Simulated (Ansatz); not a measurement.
Al7As7: single points at one geometry.

```yaml
crystal:
  periodic: [false, false, false]
  atoms:
    - {symbol: Al, position_ang: [0.778956, -1.883590, 0.015755]}
    - {symbol: Al, position_ang: [-1.900454, 2.170292, -1.266513]}
    - {symbol: Al, position_ang: [-1.397531, -0.378275, -2.105372]}
    - {symbol: Al, position_ang: [-2.089492, -0.718465, 0.473606]}
    - {symbol: Al, position_ang: [0.957450, -1.260027, 2.581721]}
    - {symbol: Al, position_ang: [0.597704, 1.006220, 0.243663]}
    - {symbol: Al, position_ang: [3.146133, -0.827468, 1.174960]}
    - {symbol: As, position_ang: [-3.568361, 0.462003, -1.086980]}
    - {symbol: As, position_ang: [-1.299758, -2.586744, -1.018879]}
    - {symbol: As, position_ang: [3.107142, -0.812643, 3.520556]}
    - {symbol: As, position_ang: [-0.108413, 1.600230, -2.940795]}
    - {symbol: As, position_ang: [0.249342, 3.140159, -0.815039]}
    - {symbol: As, position_ang: [2.366851, -0.270580, -1.034785]}
    - {symbol: As, position_ang: [-0.839579, 0.358868, 2.258092]}
basis:
  gaussian: {orbitals: def2-SVP, initial_orbitals: start.molden}
hamiltonian: {xc: pbe}
correlation: {method: rpa}
scf: {omitted_lower_state_checks: [starts]}
```

The file start.molden holds the orbitals of an earlier run on this structure, at another level or in another basis.

```sh
$ ansatz run in.yaml --threads 2 --pin off --events-out ev --progress --plain --max-ram 32768MiB --backend cuda --devices 0, --max-vram 18GiB
```

It prints (some lines left out):

```
Functional definition: PBE
3315 factors; integrals over basis functions are off by at most 7.2e-4 eV
mean field evaluation 1: about -471923.1368 eV, gradient 1.9e1 eV
mean field evaluation 2: about -471923.6956 eV, gradient 6.4e-1 eV
mean field evaluation 4: about -471923.6920 eV, gradient 7.0e-2 eV
mean field evaluation 8: about -471923.6920 eV, gradient 2.1e-6 eV
mean field -471923.69197519 eV, -17342.8757987209 hartree, gradient 2.1e-6 eV, S^2 0.000000; 0 other end points of the search recorded, 0 dependent functions left out
98 core orbitals not correlated: weight in the atoms' cores, before any rotation towards them, 1.000 or more for the frozen orbitals, at most 0.000 for the correlated occupied ones
reference -471586.07655599 eV, -17330.4686609091 hartree; 63, 63 occupied and 189, 189 virtual orbitals, 3315 factors
Total energy: -471668.09547810 eV, -17333.4828007022 hartree
Checks for a lower state left out: starts
```

It took 13 s on 2 threads of AMD EPYC 7R13 on a shared host and a share (18 GiB) of an NVIDIA H100 80GB HBM3, peak host memory 1.8 GiB.

The first input with `gaussian: {orbitals: def2-TZVP, fitting: {mean_field: def2-universal-jkfit}, initial_orbitals: start.molden}`, `hamiltonian: {xc: {name: wB97X-V}}`, `output: {orbitals: {seedname: orbitals}}` and without the key `correlation` (abridged; 21 s):

```
Functional definition: wB97X-V
mean field -472032.35856212 eV, -17346.8692221336 hartree, gradient 2.2e-5 eV, S^2 0.000000
Total energy: -472032.35855958 eV, -17346.8692220402 hartree
Checks for a lower state left out: starts
```

First input, but with `gaussian: {orbitals: def2-TZVP, fitting: {mean_field: def2-universal-jkfit}, initial_orbitals: start.molden}`, `hamiltonian: {xc: {name: r2SCANh}, dispersion: d4}`, `output: {orbitals: {seedname: orbitals}}` and without the key `correlation` (abridged; 13 s):

```
Functional definition: r2SCANh
mean field -472073.45887034 eV, -17348.3796306020 hartree, gradient 2.2e-5 eV, S^2 0.000000
Total energy: -472073.90413060 eV, -17348.3959936146 hartree
Checks for a lower state left out: starts
```

The first input with `gaussian: {orbitals: STO-3G}`, `hamiltonian: {xc: hf}`, `output: {orbitals: {seedname: orbitals}}` and without the key `correlation` (abridged; 22 s, on the CPU threads alone):

```
Functional definition: HF
mean field -466359.86254367 eV, -17138.4088384116 hartree, gradient 1.7e-5 eV, S^2 0.000000
Total energy: -466359.86254367 eV, -17138.4088384116 hartree
Checks for a lower state left out: starts
```

As the first input, with `gaussian: {orbitals: def2-TZVP, fitting: {mean_field: def2-universal-jkfit}, initial_orbitals: start.molden}`, `hamiltonian: {xc: pbe0, dispersion: d4}`, `output: {orbitals: {seedname: orbitals}}` and without the key `correlation` (abridged; 18 s):

```
Functional definition: PBE0
mean field -472008.38869951 eV, -17345.9883459302 hartree, gradient 2.4e-5 eV, S^2 0.000000
Total energy: -472009.87705352 eV, -17346.0430419313 hartree
Checks for a lower state left out: starts
```

First input, but with `gaussian: {orbitals: 6-31G}`, `hamiltonian: {xc: {name: B3LYP}, dispersion: d4}`, `output: {orbitals: {seedname: orbitals}}` and without the key `correlation` (abridged; 12 s):

```
Functional definition: B3LYP
mean field evaluation 16: about -472013.5316 eV, gradient 2.4e-3 eV
mean field -472013.53161436 eV, -17346.1773445647 hartree, gradient 1.3e-5 eV, S^2 0.000000
Total energy: -472016.28799879 eV, -17346.2786398244 hartree
Checks for a lower state left out: starts
```

Geometry: PBE-D4/def2-SVP.

The 6-31G sets use Cartesian d functions. B3LYP takes the VWN-RPA correlation. Correlated methods freeze 98 core orbitals; core or outer-core shells of As are correlated, in sets that lack core-valence functions. Single mean-field runs in def2-TZVP are fitted with def2-universal-jkfit.
